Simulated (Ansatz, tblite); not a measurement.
Forces on (HGaSe)4 cubane (Ga₄H₄Se₄) at its PBE-D4/def2-SVP geometry. Total charge 0; singlet.

The xTB rows come from tblite. Single mean-field runs in def2-TZVP are fitted with def2-universal-jkfit.

GFN2-xTB (tblite), largest force 0.86 eV/Å:

```xyz
12
positions Å, forces eV/Å
Ga   -1.420   -0.605   -1.244   -0.164   -0.070   -0.143
H    -2.543   -1.083   -2.228    0.078    0.033    0.068
Se    0.976   -0.919   -1.904    0.360   -0.338   -0.699
Ga    1.123    1.368   -0.893    0.129    0.157   -0.103
H     2.011    2.450   -1.599   -0.061   -0.075    0.049
Se   -1.325    1.816   -0.607   -0.488    0.667   -0.223
Ga   -0.832    0.782    1.620   -0.096    0.090    0.187
H    -1.490    1.401    2.902    0.046   -0.043   -0.088
Se   -1.319   -1.607    1.049   -0.485   -0.590    0.385
Ga    1.128   -1.546    0.517    0.130   -0.178    0.059
H     2.021   -2.768    0.925   -0.062    0.084   -0.028
Se    1.667    0.711    1.462    0.613    0.261    0.537
```

PBE-D4/def2-TZVP (Ansatz), largest force 0.06 eV/Å:

```
Ga 0.041 0.017 0.036
H 0.019 0.008 0.016
Se -0.024 0.023 0.049
Ga -0.032 -0.039 0.026
H -0.015 -0.018 0.011
Se 0.033 -0.047 0.016
Ga 0.024 -0.022 -0.046
H 0.011 -0.010 -0.021
Se 0.033 0.041 -0.027
Ga -0.032 0.044 -0.015
H -0.015 0.020 -0.007
Se -0.042 -0.018 -0.038
```

PBE0-D4/def2-TZVP (Ansatz), largest force 0.43 eV/Å:

```
Ga 0.094 0.040 0.082
H 0.127 0.054 0.111
Se -0.181 0.171 0.354
Ga -0.074 -0.090 0.059
H -0.101 -0.122 0.080
Se 0.246 -0.338 0.113
Ga 0.055 -0.052 -0.107
H 0.075 -0.070 -0.145
Se 0.245 0.299 -0.195
Ga -0.074 0.102 -0.034
H -0.101 0.138 -0.046
Se -0.309 -0.132 -0.272
```
